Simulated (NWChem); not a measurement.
System: CdCl cation; SMILES [Cl][Cd+]

All runs: NWChem. Geometry: optimised at PBE0/def2-SVP. def2 effective core potentials on Cd; no spin-orbit coupling. Level: PBE0/def2-SVPD; rows give the wavelength of the field.

For field 1065 nm:

| Item | Value |
|---|---|
| isotropic polarisability (bohr³) | 35.4 |

Q: How do the values read with field static instead?

A: The isotropic polarisability (bohr³) is 34.3.
